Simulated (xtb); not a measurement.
Harmonic IR lines of one isomer of C$_{5}$H$_{4}$O, unscaled. Method: GFN2-xTB (xtb).

```json
[
 {"wavenumber (cm⁻¹)": "1066", "relative intensity": "5.0"},
 {"wavenumber (cm⁻¹)": "1905", "relative intensity": "7.6"},
 {"wavenumber (cm⁻¹)": "2254", "relative intensity": "100"}
]
```

Problem. Which structure gives these lines?
A. `C#COC#CC`
B. `C#CC1=C[C@@H]1O`
C. `CC1=CC1=C=O`
D. `O=C=C1C=CC1`

Solution. C, `CC1=CC1=C=O`
